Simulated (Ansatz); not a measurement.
The same molecule with X = Si, Ge, Sn. Ansatz, PBE0-D4/def2-TZVP geometries, multiplicity 1. Each molecule was computed in one conformer, which needn't be the lowest.

Elements past krypton have def2 core potentials. Scalar relativity is left out up to krypton.

| X | molecule | mean X–S bond length / Å | HOMO energy (ωB97M-V/def2-TZVPP) / eV | HOMO–LUMO gap (PBE/def2-TZVPP) / eV | LUMO energy (PBE0/def2-TZVPP) / eV |
| --- | --- | --- | --- | --- | --- |
| Si | `S[Si](S)(S)S` | 2.126 | -9.76 | 5.02 | -0.45 |
| Sn | `[SH][Sn]([SH])([SH])[SH]` | 2.392 | -9.85 | 3.53 | -2.03 |

Question: Give the row for X = Ge, `[SH][Ge]([SH])([SH])[SH]`. (An estimate is asked.)

Answer: The calculation gave: 
| X | molecule | mean X–S bond length / Å | HOMO energy (ωB97M-V/def2-TZVPP) / eV | HOMO–LUMO gap (PBE/def2-TZVPP) / eV | LUMO energy (PBE0/def2-TZVPP) / eV |
| --- | --- | --- | --- | --- | --- |
| Ge | `[SH][Ge]([SH])([SH])[SH]` | 2.214 | -9.78 | 4.14 | -1.33 |

From Si to Sn the mean X–S bond length rises at each step, by 0.266 Å in all; the HOMO energy (ωB97M-V/def2-TZVPP) falls at each step, by 0.09 eV in all; the HOMO–LUMO gap (PBE/def2-TZVPP) falls at each step, by 1.49 eV in all; the LUMO energy (PBE0/def2-TZVPP) falls at each step, by 1.58 eV in all. Bonds lengthen as the atom grows down the group.
